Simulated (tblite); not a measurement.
Compound: C₆H₁₃PSi.
Bonds: C1–C2 (triple), C2–P3, P3–C4, C4–Si5, Si5–C6, Si5–C7, Si5–C8. Hydrogens: H9 on C1; H10 on P3; H11, H12 on C4; H13, H14, H15 on C6; H16, H17, H18 on C7; H19, H20, H21 on C8.

Computed with GFN2-xTB (tblite), gas phase: L-BFGS steps from a force-field or distance-geometry start until the largest atomic force falls under 0.01 eV/Å.

Step 11: E = -642.5423 eV
```
atom  x, y, z in Å  |  force x, y, z in eV/Å
C1      4.5628    0.3818    0.8354    0.051   0.003  -0.019
C2      3.4003    0.1259    1.0090   -0.044   0.042   0.012
P3      1.6873   -0.0619    1.4121    0.071  -0.052   0.045
C4      0.9653    0.4061   -0.2297   -0.003  -0.004   0.025
Si5    -0.9147    0.0266   -0.2933    0.020  -0.015   0.027
C6     -1.5564    0.5796   -1.9964   -0.017  -0.003  -0.024
C7     -1.2145   -1.8462   -0.0885    0.007   0.016  -0.018
C8     -1.8335    0.9876    1.0713    0.015  -0.008  -0.010
H9      5.5822    0.5618    0.6438   -0.051  -0.022   0.007
H10     1.6918   -1.4489    1.1737   -0.020   0.018   0.011
H11     1.1353    1.4774   -0.3585   -0.019  -0.015   0.002
H12     1.5070   -0.1120   -1.0218   -0.003   0.014  -0.012
H13    -1.4112    1.6433   -2.1484   -0.003   0.031  -0.023
H14    -2.6178    0.3764   -2.0820   -0.034   0.008  -0.036
H15    -1.0550    0.0584   -2.8046    0.005  -0.005  -0.035
H16    -0.6527   -2.4218   -0.8180    0.010  -0.006  -0.010
H17    -2.2650   -2.0786   -0.2289   -0.019  -0.024   0.004
H18    -0.9303   -2.1990    0.8976    0.016   0.018   0.031
H19    -2.9046    0.8439    0.9758   -0.039   0.004   0.016
H20    -1.6396    2.0534    1.0058    0.014   0.020  -0.004
H21    -1.5455    0.6631    2.0658    0.042  -0.022   0.010
```

Step 12: E = -642.5429 eV
```
atom  x, y, z in Å  |  force x, y, z in eV/Å
C1      4.5635    0.3813    0.8349   -0.025  -0.009  -0.005
C2      3.4002    0.1284    1.0093    0.003   0.032  -0.002
P3      1.6888   -0.0636    1.4124    0.023  -0.024   0.051
C4      0.9645    0.4072   -0.2293    0.016  -0.025   0.037
Si5    -0.9158    0.0266   -0.2941    0.026  -0.006   0.009
C6     -1.5573    0.5801   -1.9984   -0.009   0.001  -0.015
C7     -1.2146   -1.8464   -0.0889    0.000  -0.010   0.001
C8     -1.8332    0.9878    1.0714   -0.007   0.001   0.008
H9      5.5816    0.5610    0.6437   -0.002  -0.011  -0.002
H10     1.6917   -1.4510    1.1753   -0.011   0.022  -0.001
H11     1.1353    1.4787   -0.3582   -0.021  -0.027   0.008
H12     1.5088   -0.1118   -1.0195   -0.017   0.023  -0.015
H13    -1.4116    1.6443   -2.1505   -0.005   0.013  -0.018
H14    -2.6188    0.3770   -2.0845   -0.026   0.010  -0.035
H15    -1.0555    0.0589   -2.8068    0.001  -0.002  -0.025
H16    -0.6523   -2.4233   -0.8175    0.005   0.005  -0.008
H17    -2.2654   -2.0810   -0.2282    0.000  -0.014   0.004
H18    -0.9297   -2.1992    0.8980    0.010   0.031   0.011
H19    -2.9054    0.8445    0.9782   -0.013   0.007   0.013
H20    -1.6393    2.0542    1.0069    0.011   0.002  -0.007
H21    -1.5444    0.6631    2.0661    0.041  -0.019  -0.006
```

Task: Estimate the geometry and energy of step 13. (The exact step hangs on the optimiser's Hessian estimate; all steps are aligned on step 12, rigid shifts and turns removed.)

Result: E = -642.5434 eV, largest force 0.060 eV/Å
```
atom  x, y, z in Å  |  force x, y, z in eV/Å
C1      4.5637    0.3809    0.8344   -0.058  -0.014   0.003
C2      3.3999    0.1304    1.0094    0.027   0.021  -0.009
P3      1.6905   -0.0650    1.4137   -0.021   0.005   0.044
C4      0.9644    0.4074   -0.2282    0.023  -0.034   0.040
Si5    -0.9162    0.0264   -0.2944    0.015   0.003  -0.012
C6     -1.5580    0.5804   -2.0001   -0.003   0.004  -0.008
C7     -1.2146   -1.8467   -0.0891   -0.003  -0.022   0.013
C8     -1.8331    0.9880    1.0716   -0.017   0.005   0.016
H9      5.5809    0.5603    0.6436    0.032  -0.004  -0.009
H10     1.6915   -1.4517    1.1762   -0.002   0.012  -0.007
H11     1.1350    1.4789   -0.3578   -0.020  -0.030   0.015
H12     1.5097   -0.1113   -1.0184   -0.023   0.024  -0.011
H13    -1.4120    1.6452   -2.1524   -0.007  -0.005  -0.013
H14    -2.6200    0.3777   -2.0868   -0.011   0.011  -0.031
H15    -1.0558    0.0593   -2.8088   -0.006   0.004  -0.013
H16    -0.6520   -2.4242   -0.8173    0.001   0.010  -0.004
H17    -2.2657   -2.0830   -0.2276    0.014  -0.008   0.004
H18    -0.9291   -2.1988    0.8985    0.006   0.035  -0.005
H19    -2.9062    0.8451    0.9801    0.010   0.009   0.013
H20    -1.6389    2.0548    1.0074    0.009  -0.013  -0.007
H21    -1.5428    0.6627    2.0662    0.035  -0.014  -0.018
```

The energy changes by -0.0005 eV. The first-order estimate −F·Δx gives -0.0006 eV and the mean of the old and new forces, exact on a quadratic surface, -0.0005 eV. The step makes an angle of 52° with the force vector and moves no atom by more than 0.003 Å.

What follows is the cost of the whole relaxation. Hardware: one thread of an Arm Neoverse V1, shared host with 32 logical CPUs at a one-minute load of 14. Cost: 0.41 s wall.
